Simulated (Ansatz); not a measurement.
`C[Se][Al]([F])[F]` at its PBE0-D4/def2-TZVP geometry, where that method's forces vanish. The species carries charge 0 and has multiplicity 1.

```xyz
8

C     1.4372    0.0024   -0.1275
Se   -0.0139    0.8434   -1.1608
Al   -1.7557    0.0558    0.0733
F    -3.3052    0.4234   -0.3100
F    -1.4729   -0.9001    1.3790
H     1.9699   -0.6732   -0.7922
H     1.0420   -0.5463    0.7233
H     2.0984    0.7946    0.2150
```

Q: What forces (eV/Å) does PBE-D4/def2-TZVPP give on these atoms in the Gaussian-basis code of Ansatz? (An estimate is asked.)

A: Computed: 
```
C1   0.068 -0.048  0.061
Se2 -0.063  0.220 -0.298
Al3  0.244  0.105 -0.167
F4  -0.523  0.134 -0.143
F5   0.101 -0.322  0.440
H6   0.109 -0.137 -0.129
H7  -0.071 -0.108  0.165
H8   0.134  0.156  0.071
```
